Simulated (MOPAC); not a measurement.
MOPAC input (PM7):

```
PM7 FORCE THERMO(298,298) PRECISE LET UHF MS=0.5 GEO-OK AUX(PRECISION=9) THREADS=1
H6NSi2

N    -1.70384288 1   -0.70158935 1    0.05378039 1
Si   -0.50017906 1    0.61932075 1    0.13685785 1
Si    1.47173891 1   -0.23702341 1   -0.07090691 1
H    -1.77927421 1   -1.35967283 1    0.82058239 1
H    -2.63726711 1   -0.47332611 1   -0.26893961 1
H    -0.60228585 1    1.40995745 1    1.37197462 1
H    -0.80098496 1    1.54138113 1   -0.96372421 1
H     2.12875544 1   -0.88400166 1    1.04274505 1
H     2.17936290 1   -0.22762421 1   -1.33103345 1
```

Output:

```
 *******************************************************************************
 **                                                                           **
 **                              MOPAC v23.2.5                                **
 **                                                                           **
 *******************************************************************************
 ** MOPAC's Digital Object Identifier: https://doi.org/10.5281/zenodo.6511958 **
 **                                                                           **
 ** Please cite the open-source release paper for use of this MOPAC version:  **
 ** J. E. Moussa and J. J. P. Stewart (2026)                                  **
 ** MOPAC: An open-source semiempirical molecular orbital program             **
 ** J. Open Source Softw., 11(119), 8025, https://doi.org/10.21105/joss.08025 **
 *******************************************************************************

                              PM7 CALCULATION RESULTS

 *******************************************************************************
 *  PM7        - The PM7 Hamiltonian to be used
 *  GEO-OK     - OVERRIDE INTERATOMIC DISTANCE AND OTHER SAFETY CHECKS
 *  UHF        - UNRESTRICTED HARTREE-FOCK CALCULATION
 *  MS=        - IN MECI, MAGNETIC COMPONENT OF SPIN =  0.5
 *  LET        - OVERRIDE SOME SAFETY CHECKS
 *  PRECISE    - TIGHTER CRITERIA TO BE USED
 *  FORCE      - FORCE CALCULATION SPECIFIED
 *  AUX        - OUTPUT AUXILIARY INFORMATION
 *  THERMO     - THERMODYNAMIC QUANTITIES TO BE CALCULATED
 *******************************************************************************
PM7 FORCE THERMO(298,298) PRECISE LET UHF MS=0.5 GEO-OK AUX(PRECISION=9) THREADS=1
 H6NSi2

   ATOM   CHEMICAL          X               Y               Z
  NUMBER   SYMBOL      (ANGSTROMS)     (ANGSTROMS)     (ANGSTROMS)

     1       N         -1.70384288  *  -0.70158935  *   0.05378039  *
     2      Si         -0.50017906  *   0.61932075  *   0.13685785  *
     3      Si          1.47173891  *  -0.23702341  *  -0.07090691  *
     4       H         -1.77927421  *  -1.35967283  *   0.82058239  *
     5       H         -2.63726711  *  -0.47332611  *  -0.26893961  *
     6       H         -0.60228585  *   1.40995745  *   1.37197462  *
     7       H         -0.80098496  *   1.54138113  *  -0.96372421  *
     8       H          2.12875544  *  -0.88400166  *   1.04274505  *
     9       H          2.17936290  *  -0.22762421  *  -1.33103345  *

          CARTESIAN COORDINATES

    NO.       ATOM           X           Y           Z

     1         N         -1.7038     -0.7016      0.0538
     2        Si         -0.5002      0.6193      0.1369
     3        Si          1.4717     -0.2370     -0.0709
     4         H         -1.7793     -1.3597      0.8206
     5         H         -2.6373     -0.4733     -0.2689
     6         H         -0.6023      1.4100      1.3720
     7         H         -0.8010      1.5414     -0.9637
     8         H          2.1288     -0.8840      1.0427
     9         H          2.1794     -0.2276     -1.3310

 General Reference for PM7:
 "Optimization of Parameters for Semiempirical Methods VI: More Modifications to the
 NDDO Approximations and Re-optimization of Parameters", J. J. P. Stewart, J. Mol. Mod., 1:32, 19 (2013)
 https://link.springer.com/article/10.1007/s00894-012-1667-x
[...]
 FORCE CONSTANT      2.3069

 VIBRATION         17   17A          ATOM PAIR     ENERGY CONTRIBUTION    RADIAL
 FREQUENCY          2288.13         Si2 -- H 7         +86.6% ( 92.8%)     99.7%
 TRANSITION DIPOLE   0.2353         Si2 -- H 6         +13.0% ( 36.0%)     88.0%
 TRAVEL (Ang.)       0.1983         Si2 -- Si3          +0.1% (  3.6%)     24.7%
 REDUCED MASS        0.7496         N 1 -- Si2          +0.1% (  3.6%)     19.7%
 EFFECTIVE MASS      1.2445
 FORCE CONSTANT      2.3121

 VIBRATION         18   18A          ATOM PAIR     ENERGY CONTRIBUTION    RADIAL
 FREQUENCY          2340.39         Si3 -- H 8         +60.0% ( 77.0%)     98.8%
 TRANSITION DIPOLE   0.1687         Si3 -- H 9         +39.8% ( 62.8%)     97.3%
 TRAVEL (Ang.)       0.2370
 REDUCED MASS        0.5131
 EFFECTIVE MASS      1.1744
 FORCE CONSTANT      1.6558

 VIBRATION         19   19A          ATOM PAIR     ENERGY CONTRIBUTION    RADIAL
 FREQUENCY          2347.01         Si3 -- H 9         +59.7% ( 77.9%)     99.1%
 TRANSITION DIPOLE   0.2189         Si3 -- H 8         +40.0% ( 63.8%)     98.1%
 TRAVEL (Ang.)       0.2311         Si2 -- Si3          +0.2% (  4.9%)      0.5%
 REDUCED MASS        0.5382
 EFFECTIVE MASS      1.4574
 FORCE CONSTANT      1.7467

 VIBRATION         20   20A          ATOM PAIR     ENERGY CONTRIBUTION    RADIAL
 FREQUENCY          2743.08         N 1 -- H 5         +51.9% ( 73.8%)     97.8%
 TRANSITION DIPOLE   0.8627         N 1 -- H 4         +47.4% ( 70.5%)     97.6%
 TRAVEL (Ang.)       0.2187         N 1 -- Si2          +0.7% (  8.6%)      0.0%
 REDUCED MASS        0.5138
 EFFECTIVE MASS      1.4889
 FORCE CONSTANT      2.2779

 VIBRATION         21   21A          ATOM PAIR     ENERGY CONTRIBUTION    RADIAL
 FREQUENCY          2795.51         N 1 -- H 4         +52.3% ( 70.9%)     98.2%
 TRANSITION DIPOLE   0.8830         N 1 -- H 5         +47.4% ( 67.5%)     97.8%
 TRAVEL (Ang.)       0.2225         N 1 -- Si2          +0.3% (  5.6%)     74.1%
 REDUCED MASS        0.4873
 EFFECTIVE MASS      1.2077
 FORCE CONSTANT      2.2438

      SYMMETRY NUMBER FOR POINT-GROUP C1  =  1

          SYSTEM IS A GROUND STATE

 H6NSi2

          MOLECULE IS NOT LINEAR

          THERE ARE 21 GENUINE VIBRATIONS IN THIS SYSTEM
          THIS THERMODYNAMICS CALCULATION IS LIMITED TO
          MOLECULES WHICH HAVE NO INTERNAL ROTATIONS

                    CALCULATED THERMODYNAMIC PROPERTIES
                                          *
   TEMP. (K)   PARTITION FUNCTION   H.O.F.    ENTHALPY  HEAT CAPACITY ENTROPY
                                   KCAL/MOL   CAL/MOLE    CAL/K/MOL  CAL/K/MOL

 298.00  VIB.     0.1842D+02                  2277.0942    15.9123    13.4304
         ROT.     0.6396D+05                   888.2803     2.9808    24.9712
         INT.     0.1178D+07                  3165.3745    18.8931    38.4016
         TRA.     0.6434D+27                  1480.4672     4.9680    38.9065
         TOT.                       10.110    4645.8417    23.8611    77.3081

   *: NOTE: HEATS OF FORMATION ARE RELATIVE TO THE
            ELEMENTS IN THEIR STANDARD STATE AT 298K
              (=  Standard Enthalpy of Formation).

            Hvib:  Zero-point energy is not included.
                   frequencies of less than zero cm-1 are not included.
            Hrot = (3/2)RT
            Htra = (3/2)RT + pV = (5/2)RT

            Heat capacity is Cp, not Cv

          For more information, see: HTTP://OpenMOPAC.net/Manual/thermochemistry.html

           FORCE CONSTANT IN CARTESIAN COORDINATES (Millidynes/A)

    ATOM   CHEMICAL       X               Y               Z
   NUMBER   SYMBOL  FORCE CONSTANT  FORCE CONSTANT  FORCE CONSTANT

      1       N        6.455712        3.415330        3.945814
      2      Si        5.240437        3.815666        4.517998
      3      Si        0.963707        3.440408        4.617271
      4       H        1.730011        0.817514        2.835696
      5       H        1.636384        2.590449        1.123372
      6       H        0.692403        0.969027        1.865084
      7       H        0.544998        0.897128        2.124872
      8       H        0.078508        1.100725        2.284522
      9       H        0.327489        0.853920        2.281004

 **********************
 *                    *
 * JOB ENDED NORMALLY *
 *                    *
 **********************

 == MOPAC DONE ==
```
